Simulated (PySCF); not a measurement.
C₃H₆GeO, SMILES C[C]1=C[O][GeH2]1. Geometry optimised at PBE0-D3(BJ)/def2-SVP. This is a generated structure with no PubChem entry under its InChIKey; it may be hypothetical.

Calculation: PBE0-D3(BJ)/def2-SVP (PySCF).

Harmonic wavenumbers (cm⁻¹): 150, 244, 250, 322, 491, 525, 552, 590, 680, 721, 882, 940, 992, 1040, 1158, 1206, 1291, 1397, 1443, 1462, 1690, 2161, 2170, 3035, 3113, 3132, 3161. Rotational constants (GHz): 5.888, 2.830, 1.984; symmetry number 1.

### Question
Work out the zero-point energy and the ideal-gas rigid-rotor harmonic-oscillator thermochemistry at 298.15 K and 1 atm.

### Answer
ZPE = ½ Σ hcν = ½ × 34798 cm⁻¹ = 49.75 kcal/mol. H − E(el) = 54.17 kcal/mol. Entropy in cal/(mol K): translation 40.52, rotation 26.68, vibration 11.00, total 78.20. G − E(el) = 30.86 kcal/mol. Cp = 23.95 cal/(mol K). Modes under 150 cm⁻¹ make the vibrational entropy uncertain.
